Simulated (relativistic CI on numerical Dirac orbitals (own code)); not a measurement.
## One change at a time: Xe25+

Base calculation: Dirac-Coulomb-Breit CI, KLI orbitals optimised for each configuration, QED by a radiative potential, unscaled Slater integrals.

Configurations in the expansion (outside the closed core [Ar]): 3d10 4s, 3d10 4p, 3d10 4d, 3d10 4f, 3d10 5s, 3d10 5p, 3d10 5d, 3d10 5f, 3d10 5g, 3d10 6s, 3d10 6p, 3d10 6d, 3d9 4s2, 3d10 6f, 3d10 7s, 3d9 4s 4p, 3d10 8s, 3d9 4s 4d, 3d9 4s 4f, 3d9 4s 5s, 3d9 4s 5p, 3d9 4s 5d, 3d9 4s 5f. Double excitations out of closed p, d and f shells are left out; levels of such configurations are missing from the list, as are those of other unlisted configurations, and high levels can miss mixing partners.

The lowest level and the first level of each name with at least 55 % of one term (blank where a level has no safe partner in the second run):

| Level | Base (eV) | Shift (eV) |
| --- | --- | --- |
| 3d10 4s 2S_1/2 | 0.000 | 0.000 |
| 3d10 4p 2P°_1/2 | 52.820 | -0.264 |
| 3d10 4p 2P°_3/2 | 71.025 | -0.016 |
| 3d10 4d 2D_3/2 | 157.188 | +0.166 |
| 3d10 4d 2D_5/2 | 160.781 | +0.284 |
| 3d10 4f 2F°_5/2 | 252.134 | +0.375 |
| 3d10 4f 2F°_7/2 | 252.625 | +0.438 |
| 3d10 5s 2S_1/2 | 356.798 | +0.243 |
| 3d10 5p 2P°_1/2 | 381.578 | +0.123 |
| 3d10 5p 2P°_3/2 | 389.766 | +0.233 |
| 3d10 5d 2D_3/2 | 429.428 | +0.309 |
| 3d10 5d 2D_5/2 | 431.111 | +0.368 |
| 3d10 5f 2F°_5/2 | 470.952 | +0.405 |
| 3d10 5f 2F°_7/2 | 471.281 | +0.437 |

At this charge energies of transitions that change n are usually good to better than 1 %, and those within a shell (Δn = 0) to a few per cent.

Question: One thing was changed in a second run, which moved the levels as shown. Which?
A. configuration mixing switched off
B. QED terms removed
C. Breit term removed

Answer: C. Breit term removed. The Breit term mainly narrows fine-structure intervals, so removing it widens them.

LS names give the leading component of a level, which can be under half, so a name can repeat, a term be missing and a line seem to break the LS rules.
